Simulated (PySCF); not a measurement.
Co²⁺ (cobalt, charge +2) across methods

[Ar] 3d7, high-spin 4F determinant. Calculation: PySCF 2.14, in aug-cc-pVTZ with one added diffuse shell each of s, p, d, f, g type (9s8p6d4f3g, 118 functions); no relativity, point nucleus.

| method | E (hartree) | mean ε 3p β (eV) | mean ε 3d α (eV) | mean ε 3d β (eV) | Σ⟨r²⟩ (bohr²) | ⟨S²⟩ |
| --- | --- | --- | --- | --- | --- | --- |
| r2SCAN | -1381.807 | -82.940 | -28.790 | -26.296 | 15.91 | 3.752 |
| PBEsol | -1380.338 | -81.819 | -28.472 | -25.928 | 16.08 | 3.751 |
| LDA | -1379.211 | -82.098 | -28.793 | -26.145 | 16.12 | 3.751 |
| BP86 | -1382.008 | -82.043 | -28.529 | -26.268 | 16.05 | 3.751 |
| PBE | -1381.564 | -81.911 | -28.470 | -26.091 | 16.09 | 3.751 |
| UHF | -1380.60992 | -95.956 | -38.334 | -34.657 | 15.57 | 3.754 |
| MN15 | -1381.981 | -86.477 | -32.127 | -29.017 | 16.02 | 3.753 |

Question: Estimate the same row for PBE0.

Answer: E (hartree) = -1381.608; mean ε 3p β (eV) = -85.744; mean ε 3d α (eV) = -31.112; mean ε 3d β (eV) = -28.451; Σ⟨r²⟩ (bohr²) = 15.90; ⟨S²⟩ = 3.752.
